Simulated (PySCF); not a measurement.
A structure optimised at PBE-D3(BJ)/def2-SVP, used in a PySCF frequency run:

```
Si
O 1 1.6720
H 2 0.9736 1 115.60
O 1 1.6957 2 114.52 3 -56.39
C 4 1.4191 1 111.77 2 118.31
H 5 1.1148 4 109.56 1 122.29
H 5 1.1153 6 106.88 4 -119.39
N 5 1.4496 6 107.65 7 -115.71
C 8 1.2917 5 112.95 6 -121.41
H 9 1.1079 8 117.97 5 179.69
H 1 1.4910 2 102.98 3 -179.05
```
Charge 0, spin multiplicity 1.

Task: Write its SMILES and formula.

Result: O[Si@@H]1C=NCO1, C2H5NO2Si

Task: What are its rotational constants (standard atomic weights)?

Result: 5.8587, 2.5241, 2.0501 GHz
